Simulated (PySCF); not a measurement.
# Computed records: GeH₃O₃

Computed with PySCF 2.14.0. Calculation on a computer-drawn molecule: the log of a Hartree-Fock and frozen-core CCSD(T) single point meant for a local Hartree-Fock minimum, with one planted fault or none, to be diagnosed. Offsets are logged minus clean, where the clean run is the same molecule without the fault. The reference is restricted for singlets and unrestricted otherwise, and also for a bond in bohr or an excited solution. Adding or removing an electron swaps singlet and doublet. The excited solution moves the top pair (singlet) or top alpha electron (doublet) to the lowest empty orbital. Highest occupied and lowest empty are orbital energies over both spins, largest force is the largest gradient component, triples share is (T) over the correlation energy, the T1 limit is 0.02 restricted and 0.045 unrestricted, electrons count all cores, a negative frequency is imaginary (commonest isotopes), and the dipole is about the centre of nuclear charge; on germanium a core potential holds 10 electrons, which the energies leave out, and 3d is frozen in MP2 and coupled-cluster steps.

```json
{"formula": "GeH3O3", "logged_structure": {"atoms_angstrom": [["O", 0.2329, -3.1583, -0.8084], ["Ge", 1.1491, -2.4265, 0.3837], ["O", 1.7271, -0.7724, -0.1019], ["O", 0.2023, -2.1391, 1.909], ["H", 2.443, -3.0712, 0.9267], ["H", 1.2867, -0.5451, -0.9047], ["H", -0.7022, -2.3286, 1.7186]]}, "given": {"meant_charge": -1, "meant_multiplicity": 1, "meant_basis": "aug-cc-pVDZ", "meant_basis_and_core_potential_on_germanium": "aug-cc-pVDZ-PP ECP10MDF", "logged_electrons": 60, "logged_basis_functions": 128, "logged_SCF_converged": "yes", "logged_spin_squared": 2.007, "logged_highest_occupied [eV]": 0.76886, "logged_lowest_empty [eV]": 3.5916, "logged_largest_force [hartree/bohr]": 0.09467, "logged_T1_diagnostic": 0.029555, "logged_D1_diagnostic": 0.16152, "logged_triples_share": 0.030685, "logged_CC_converged": "yes", "logged_dipole_magnitude [debye]": 8.9818, "logged_SCF_stable_within_its_kind": "yes", "logged_energy_HF [hartree]": -519.71697, "logged_energy_CCSD(T) [hartree]": -520.43326, "possible_faults": "no fault, one electron removed, one electron added, multiplicity raised by two, geometry at a saddle point, SCF held on an excited solution, minimal basis STO-3G, one bond length entered in bohr, all coordinates scaled", "drawn_bonds_atom": [1, 2, 2, 2, 3, 4], "drawn_bonds_other_atom": [2, 3, 4, 5, 6, 7], "drawn_bonds_order": [1, 1, 1, 1, 1, 1]}, "results": {"planted_fault": "multiplicity raised by two", "HF_energy_offset_from_clean_run [kcal/mol]": 67.0, "CCSD(T)_energy_offset_from_clean_run [kcal/mol]": 101.3}, "notes": ["highest electron not bound in this basis"]}
```
